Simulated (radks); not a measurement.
Results of a calculation; reference values are marked as such.
Ionisation of the manganese ion Mn3+, [Ar] 3d4, to Mn4+, [Ar] 3d3, under several functionals. Scalar-relativistic Kohn-Sham, spin-polarised, spherical densities, finite nucleus; open shells are filled with parallel spins first; a radial shooting solver on a logarithmic mesh with Libxc functionals.

| functional | E(Mn3+) (hartree) | Exc (hartree) | IE (eV) | -e(HOMO) (eV) | <r> HOMO (bohr) | IE error (eV) |
|---|---|---|---|---|---|---|
| BLYP | -1156.67516 | -51.46759 | 52.231 | 42.690 | 1.034 | +1.021 |
| LDA (Slater exchange, Perdew-Zunger correlation) | -1154.17488 | -48.92036 | 52.498 | 42.976 | 1.032 | +1.288 |
| BP86 | -1156.77219 | -51.57508 | 52.367 | 42.848 | 1.031 | +1.157 |
| RPBE | -1156.57857 | -51.37740 | 52.293 | 42.771 | 1.033 | +1.083 |
| exchange-only PBE | -1155.40690 | -50.17236 | 51.307 | 41.855 | 1.040 | +0.097 |

NIST Atomic Spectra Database: 51.2 eV (semi-empirical). Closest: exchange-only PBE. The Delta-SCF values span 1.19 eV, the total energies 2.60 hartree. The highest occupied level is 3d. Open shells are spherical and high-spin; term and fine-structure splittings are not resolved.
